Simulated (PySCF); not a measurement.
Species: C4H4BF3O.
SMILES with atom numbers: `[CH3:1][C:2]#[C:3][BH:4][O:5][C:6]([F:7])([F:8])[F:9]` (hydrogens: H10, H11, H12 on C1; H13 on B4)

Theory: PySCF, PBE0-D3(BJ)/def2-SVP geometry optimisation, gas phase.

Task: Give the optimised bond lengths and angles.

Result: 
| bond | length (pm) | order |
| --- | --- | --- |
| C1–C2 | 144.8 | single |
| C2≡C3 | 122.0 | triple |
| C3–B4 | 151.2 | single |
| B4–O5 | 137.8 | single |
| O5–C6 | 135.0 | single |
| C6–F7, C6–F8, C6–F9 | 132.6 | single |
| C1–H10, C1–H11, C1–H12 | 110.1 | single |
| B4–H13 | 120.4 | single |

Bonds in one row agree within 1 pm and their mean is given. Orders are formal, as drawn. A selection of angles:
| angle | degrees |
| --- | --- |
| C2–C1–H10 | 110.9 |
| C2–C1–H12 | 110.2 |
| H10–C1–H11 | 108.5 |
| H10–C1–H12 | 107.6 |
| C1–C2–C3 | 179.7 |
| C2–C3–B4 | 177.1 |
| C3–B4–O5 | 123.6 |
| C3–B4–H13 | 122.4 |
| O5–B4–H13 | 114.0 |
| B4–O5–C6 | 124.9 |
| O5–C6–F7 | 111.7 |
| O5–C6–F8 | 108.4 |
| F7–C6–F8 | 108.3 |

Dihedral angles: C3–B4–O5–C6 -1° (synperiplanar); B4–O5–C6–F7 -60° (synclinal). The mirror-image conformer, all signs reversed, is as good.

Of the pairs four or more bonds apart, C3···F7 is among the closest relative to their van der Waals radii: 3.03 Å, 96 % of the sum of Bondi's values. B4 (three-coordinate boron) is planar (angles 123.6°, 122.4° and 114.0°, sum 360.0°, 0.00 Å off the plane of its three neighbours). The C–C distances run from 1.220 Å (C2≡C3, drawn triple) to 1.448 Å (C1–C2, drawn single), a spread of 0.228 Å.

No PBE0-D3(BJ)/def2-SVP frequencies stand behind this structure, so it isn't proved a minimum. One conformer, not necessarily the lowest.

Hardware: one thread of an Arm Neoverse N1, shared host. Cost: 5.1 min, 0.56 GiB resident at most. These figures are those of the optimisation.
